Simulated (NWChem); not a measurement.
## What each level costs for GeSe

```xyz
2

Ge     0.0000     0.0000     1.1173
Se     0.0000     0.0000    -1.0516
```
Charge 0, spin multiplicity 1.

Everything below was run with NWChem. Structure: optimised with PBE/def2-SVP, a minimum by its harmonic frequencies.

Basis set: def2-TZVP (96 functions). Each entry is one whole single-point run; the coupled-cluster runs use the TCE module, and the SCF and DFT modules converge to different thresholds.

The Hamiltonian is non-relativistic. The correlated methods keep 18 core orbitals frozen. B3LYP has NWChem's definition, with VWN1-RPA local correlation. The structure started from a generated list of species.

Problem. Roughly how much processor time does each of these take, relative to RHF: MP2, B2PLYP, PBE, B3LYP, BLYP, CR-CCSD(T)?

Solution. B3LYP about the same, within a factor of 3; BLYP about the same, within a factor of 3; PBE about the same, within a factor of 3; MP2 about 3; B2PLYP about 4; CR-CCSD(T) about 10 (rough ratios from shared machines).
